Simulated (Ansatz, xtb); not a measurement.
# Ranking isomers of C2H6FNSi2

3 gas-phase structures of C2H6FNSi2, from a drawn sample of its isomers (lower ones may exist). Each was relaxed with GFN2-xTB; where two conformers were screened, the lower at r2SCAN-D4/def2-SVP//GFN2-xTB is listed:

A. `C#C[Si@@H](F)N[SiH3]`, a singlet
B. `C#CN([SiH3])[SiH2]F`, a singlet
C. `C#C[SiH2]N[SiH2]F`, a singlet

Task: Estimate their order in r2SCAN-D4/def2-SVP//GFN2-xTB energy at these geometries, lowest first.

Result: Calculated order at r2SCAN-D4/def2-SVP//GFN2-xTB: A (0.0), C (11.5), B (83.6) kJ/mol.

Energies above the lowest of each column, in kJ/mol; the last columns are at r2SCAN-D4/def2-SVP geometries:

```tsv
structure	GFN2-xTB	HF/STO-3G	r2SCAN-D4/def2-SVP//GFN2-xTB	r2SCAN-D4/def2-SVP	CCSD(T)/def2-SVP + ΔMP2/def2-TZVPP
A	46.7	0.0	0.0	0.0	0.0
C	35.3	10.9	11.5	4.2	0.9
B	0.0	55.2	83.6	82.5	101.6
```

CCSD(T)/def2-SVP + ΔMP2/def2-TZVPP puts A lowest, with C within 1 kcal/mol; GFN2-xTB picks B. Flexible structures stand in one conformer each, not always the lowest. The ΔMP2 step shifts differences by up to 19.3 kJ/mol, which makes them less sure. ΔMP2 is the change of the MP2 energy from the smaller to the larger basis.

Programs: Ansatz 0.2.0, xtb 6.7.1.
